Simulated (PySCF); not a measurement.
## Polarisability as a sum over states

Compound: (OH)3Si-O-SiH3.
Z-matrix (Å and degrees, PBE0-D3(BJ)/def2-SVP geometry), rows numbered from 1:
```
Si
O   1  1.6439
O   1  1.6489  2  106.52
O   1  1.6458  2  107.68  3  -124.37
O   1  1.6428  2  114.68  3   119.38
Si  5  1.6653  1  137.12  2    95.51
H   2  0.9615  1  115.34  3   -31.38
H   3  0.9615  1  115.21  2   155.30
H   4  0.9610  1  116.54  2    38.99
H   6  1.4925  5  111.00  1   -43.02
H   6  1.4923  5  110.27  1    78.37
H   6  1.4905  5  107.54  1  -162.68
```

Method used: PySCF, TDDFT CAM-B3LYP/def2-SVPD, vertical, gas phase, core orbitals frozen in the response.

Computed singlets:

| state | E (eV) | f |
| --- | --- | --- |
| S1 | 7.58 | 0.0007 |
| S2 | 7.78 | 0.0023 |
| S3 | 7.99 | 0.014 |
| S4 | 8.27 | 0.019 |
| S5 | 8.59 | 0.069 |
| S6 | 8.69 | 0.044 |
| S7 | 8.86 | 0.047 |
| S8 | 9.03 | 0.091 |
| S9 | 9.08 | 0.014 |
| S10 | 9.15 | 0.050 |

How much of the mean static polarisability do these states give, one by one?

Each state adds f / ΔE² (ΔE in hartree, 27.2114 eV).

```json
{"state": "S1", "f/ΔE² (au)": "0.01", "running sum (au)": "0.01", "running share of α (%)": "0.0"}
{"state": "S2", "f/ΔE² (au)": "0.03", "running sum (au)": "0.04", "running share of α (%)": "0.1"}
{"state": "S3", "f/ΔE² (au)": "0.16", "running sum (au)": "0.20", "running share of α (%)": "0.3"}
{"state": "S4", "f/ΔE² (au)": "0.21", "running sum (au)": "0.40", "running share of α (%)": "0.6"}
{"state": "S5", "f/ΔE² (au)": "0.70", "running sum (au)": "1.10", "running share of α (%)": "1.7"}
{"state": "S6", "f/ΔE² (au)": "0.43", "running sum (au)": "1.53", "running share of α (%)": "2.4"}
{"state": "S7", "f/ΔE² (au)": "0.44", "running sum (au)": "1.97", "running share of α (%)": "3.1"}
{"state": "S8", "f/ΔE² (au)": "0.83", "running sum (au)": "2.80", "running share of α (%)": "4.4"}
{"state": "S9", "f/ΔE² (au)": "0.13", "running sum (au)": "2.93", "running share of α (%)": "4.6"}
{"state": "S10", "f/ΔE² (au)": "0.44", "running sum (au)": "3.37", "running share of α (%)": "5.3"}
```

The full response gives 63.45 au (9.40 Å³), so 60.1 au comes from the higher roots of the same equations.

By how much does the contribution of these states grow at 532 nm?

With ω = 0.0856 hartree each state's term in the mean polarisability goes from f / ΔE² to f / (ΔE² − ω²); the sum over all 10 states goes from 3.37 to 3.63 au, a rise of 0.26 au.

The largest single term belongs to S8, which also has the largest f.

One conformer stands for the species.
